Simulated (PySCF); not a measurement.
Stepwise substitution at one centre (Al SiH3-SH). All species are isolated molecules in the gas phase. One relaxed conformer stands for each flexible species; it need not be the lowest. Strings in code marks are SMILES.

All values below come from B3LYP-D3(BJ)/def2-TZVP // PBE0-D3(BJ)/def2-TZVP (PySCF). All candidates: neutral, multiplicity 1. B3LYP has the VWN-RPA correlation part, as in Gaussian. Delta-SCF ions had no search for a lower state. 

| Quantity | Result |
|---|---|
| vertical ionisation energy (Delta-SCF) | 9.51 eV |
| LUMO | -0.85 eV |
| HOMO | -7.46 eV |

Question: Identify which member has these values.
A) `[SiH3][Al]([SiH3])[SH]` (Si–Al–S–H torsion 0°)
B) `[SiH3][Al]([SH])[SH]` (S–Al–S–H torsion -179°, S–Al–S–H torsion -1°)
C) `[SiH3][Al]([SiH3])[SiH3]`
D) `[SH][Al]([SH])[SH]`

Answer: D, `[SH][Al]([SH])[SH]`. The others give `[SiH3][Al]([SH])[SH]` (S–Al–S–H torsion -179°, S–Al–S–H torsion -1°): 9.44 eV, -1.65 eV, -7.37 eV; `[SiH3][Al]([SiH3])[SH]` (Si–Al–S–H torsion 0°): 9.06 eV, -2.27 eV, -7.18 eV; `[SiH3][Al]([SiH3])[SiH3]`: 8.95 eV, -2.78 eV, -7.12 eV
